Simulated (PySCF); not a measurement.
# IrSI, broken-symmetry Ms = 0: molecular constants

Computed with UPBE0/[Ir def2-SVP with ECP60, S def2-SVP, I def2-SVP with ECP28], scalar-relativistic core potentials, density fitting, no spin–orbit coupling, PySCF.

The structure is a minimum.

```
Point group                                                                   : Cs
Bond lengths                                                                  : Ir–I 2.510 Å, Ir–S 2.043 Å
Bond angles                                                                   : I–Ir–S 144.2°
Entropy at 298.15 K and 1 bar                                                 : 329.6 J/(mol K)
Zero-point energy                                                             : 4.7 kJ/mol
Heat capacity Cp at 298.15 K                                                  : 54.2 J/(mol K)
Dipole moment                                                                 : 0.28 D
Principal quadrupole moments (Buckingham, traceless) about the centre of mass : -2.60, -2.09, 4.70 D Å
Principal polarisabilities                                                    : 51.4, 58.8, 151.8 bohr³
Highest occupied level (α)                                                    : -7.20 eV
Atomisation energy without zero-point energy                                  : 626 kJ/mol
Lowest empty level (β)                                                        : -4.57 eV
Enthalpy at 298.15 K above 0 K                                                : 14.06 kJ/mol
Rotational constants                                                          : 0.5896, 0.02409, 0.02315 cm⁻¹
Spin squared ⟨S²⟩                                                             : 0.721
Rotational symmetry number                                                    : 1
```

Harmonic modes (masses in u: Ir 192.963, S 31.972, I 126.904):
| symmetry | ω (cm⁻¹) | IR (km/mol) | type |
| --- | --- | --- | --- |
| a' | 54 | 0.3 | bend |
| a' | 214 | 12.7 | stretch |
| a' | 514 | 34.7 | stretch |

Charges (e):
```
atom  Mulliken  Löwdin  polar tensor  spin (Mulliken)  Mayer order to Ir1
 Ir1      0.10   -0.57          0.65             0.18                   –
  S2     -0.04    0.34         -0.30            -0.41                2.26
  I3     -0.06    0.23         -0.35             0.23                1.28
```
Other Mayer orders above 0.3: S–I 0.30.

Mulliken populations on Ir1 (electrons outside its core potential): s 2.98, p 6.24, d 7.65, f 0.02.

The determinant is spin-contaminated (⟨S²⟩ = 0.72, pure value 0.00). Only a few start shapes were tried, so a lower isomer may exist. At this level a triplet minimum of Cs symmetry lies 7 kJ/mol below this structure. Spin–orbit coupling, left out here, can matter for elements this heavy.

The final relaxation and frequency run took 75 s on 2 threads of a shared Arm Neoverse V1 host, with 76 basis functions and 18 gradients; the process peaked at 0.88 GiB.
